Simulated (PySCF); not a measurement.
Bond length, frequency and bond energy of CaC⁻ by level of theory

State: ⁴Σ⁻ (quartet), unpaired electrons σ ↑, π ↑↑. Set-up: PySCF, no relativity, basis sets Ca aug-pcseg-1, C aug-pcseg-1. De refers to Ca + C⁻ in their high-spin ground configurations, without counterpoise correction. The functionals are run spin-unrestricted. A positive dipole points towards C; it is taken about the centre of mass and depends on that origin.

```csv
Level,Re (Å),ωe (cm⁻¹),De (eV),μ (D),"CPU s a point (SCF and correlation, without the integrals)"
UHF,2.478,378,n/a,2.63,0.27
UHF-MP2,2.494,360,1.80,n/a,0.37
UHF-SCS-MP2,2.499,360,n/a,n/a,n/a
UHF-CCSD,2.493,360,1.86,n/a,n/a
UHF-CCSD(T),2.493,359,1.88,n/a,12
PBE,2.376,397,2.11,1.01,0.88
r²SCAN,2.383,405,2.23,2.03,1.3
PBE0,2.397,392,2.05,1.71,1.3
B97-3,2.417,383,1.98,1.76,0.66
HSE06,2.396,393,2.04,1.57,1.1
MN15,2.403,383,1.98,1.49,1.3
M06-2X,2.422,390,2.10,1.08,1.2
```

The bond length runs from 2.376 Å (PBE) to 2.499 Å (UHF-SCS-MP2). De spans 1.80 eV (UHF-MP2, perturbation theory) to 2.23 eV (r²SCAN, meta-GGA).

Correlated steps freeze 6 core orbitals. Correlated levels converge slowly with the basis: in double zeta they bind strong bonds too weakly, by up to about 1 eV, and carry superposition errors of some tenths. For an ion De counts to the pair picked by the measured ionisation energies or electron affinities, which need not be the lowest pair at this level. The highest Kohn–Sham level is positive in this anion. Much of that is self-interaction error, but it also means that the finite basis helps to hold the extra electron. The state was picked by a PBE0 search and need not be the measured ground state.

The whole job (state search and all levels along the bond) took about 3.8 min on 1 thread of Arm Neoverse V1 (shared host), peak memory 0.78 GiB.
